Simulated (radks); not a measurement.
Problem. Mo31+, 11 electrons, occupied as [Ne] 3s1 (the NIST ground configuration). All-electron calculation, scalar-relativistic Kohn-Sham, LB94 model potential, spin-polarised, spherical densities, finite nucleus; open shells are filled with parallel spins first (spin-orbit coupling, left out, can overturn this in heavy ions); Fermi nuclear charge, rms radius 4.4091 fm. Program: a radial shooting solver on a logarithmic mesh with Libxc functionals. Some entries of the table are withheld. Estimate them.

| orbital | occ. | eigenvalue (hartree) | <r^2> (bohr^2) |
|---|---|---|---|
| 1s up | 1 | -795.9301 | 0.001659 |
| 1s down | 1 | -795.8263 | 0.001660 |
| 2s down | 1 | -163.8222 | 0.02679 |
| 2s up | 1 | -163.7966 | 0.02670 |
| 2p down | 3 | (1) | 0.02090 |
| 2p up | 3 | (2) | 0.02083 |
| 3s down | 0 | -66.48222 | 0.1502 |
| 3s up | 1 | -66.13125 | 0.1514 |
| 3p down | 0 | -63.36951 | (3) |
| 3p up | 0 | -62.99426 | (4) |
| 4s down | 0 | -35.87709 | (5) |
| 4s up | 0 | -35.81382 | (6) |

Solution. 
(1) 2p down eigenvalue (hartree): -153.5634
(2) 2p up eigenvalue (hartree): -153.5523
(3) 3p down <r^2> (bohr^2): 0.1417
(4) 3p up <r^2> (bohr^2): 0.1429
(5) 4s down <r^2> (bohr^2): 0.5062
(6) 4s up <r^2> (bohr^2): 0.5073
